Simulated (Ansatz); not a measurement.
GaH$_{5}$InNO, SMILES `[OH][GaH][NH][InH2]`. Charge 0, multiplicity 1. In: def2 effective core potential.

Cartesian coordinates in Å:
```
O -0.0784 1.8834 2.0248
Ga -0.6603 0.6426 0.8680
N 0.6399 -0.0274 -0.2119
In 0.5209 -1.4336 -1.6699
H -0.7641 2.2363 2.5941
H -2.1537 0.2043 0.8228
H 1.5571 0.3685 -0.0493
H 1.9896 -1.8017 -2.4726
H -1.0511 -2.0725 -1.9061
```

(1) What are the harmonic wavenumbers in cm⁻¹ at PBE0-D4/def2-TZVP (Ansatz, finite differences of forces, unscaled)? (Best estimate.)

(2) Is this a minimum?

(3) Give the ideal-gas thermochemistry at 298.15 K and 1 bar (rigid rotor, harmonic oscillator; point group Cs, symmetry number 1).

(4) And at 400, 500, 600, 800 and 1000 K?

## Answers

(1) Computed: 59, 86, 155, 163, 349, 353, 460, 508, 525, 555, 593, 617, 688, 805, 834, 1070, 1845, 1851, 2008, 3587, 3913.

(2) Yes, all 21 modes are real.

(3) Zero-point energy 125.7 kJ/mol; H(298) − E = 148.9 kJ/mol; entropy 377.3 J/(mol·K), of which translation 176.1, rotation 118.0, vibration 83.2; G(298) − E = 36.4 kJ/mol. Modes under 100 cm⁻¹ are hindered rotations or soft bends, so the harmonic entropy is rough.

(4) 
| T (K) | H − E (kJ/mol) | S (J/mol/K) | G − E (kJ/mol) |
| --- | --- | --- | --- |
| 400 | 161.8 | 414.5 | -4.0 |
| 500 | 175.9 | 445.9 | -47.1 |
| 600 | 190.9 | 473.4 | -93.1 |
| 800 | 223.2 | 519.7 | -192.5 |
| 1000 | 257.5 | 557.9 | -300.4 |
